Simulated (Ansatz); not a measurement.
The cluster MoS₂⁺ (the lowest doublet isomer of a short search) was relaxed with PBE-D4 (def2-TZVP) in Ansatz in these states: charge +1 doublet, charge +1 quartet. The geometries follow in no particular order.

In the def2 sets Mo takes a core potential; there is no spin–orbit coupling.

A:

Cartesian coordinates in Å:
```
Mo -0.2655 -0.5314 0.6010
S 0.4424 -1.0112 -1.2928
S -0.1769 1.5427 0.6918
```

B:

Cartesian coordinates in Å:
```
Mo -0.926 -0.045 -0.002
S 0.417 1.011 -1.266
S 0.509 -0.966 1.268
```

Q: Judge from the bond lengths which geometry belongs to which state (an estimate).

A: A is the charge +1 doublet (Mo1–S2 2.078 Å, Mo1–S3 2.078 Å); B is the charge +1 quartet (Mo1–S2 2.125 Å, Mo1–S3 2.125 Å).

At PBE0-D4/def2-TZVP a doublet lies 1.02 eV below the charge +1 quartet. These are the stationary points nearest to one start from a short search; other shapes may lie lower in each state.
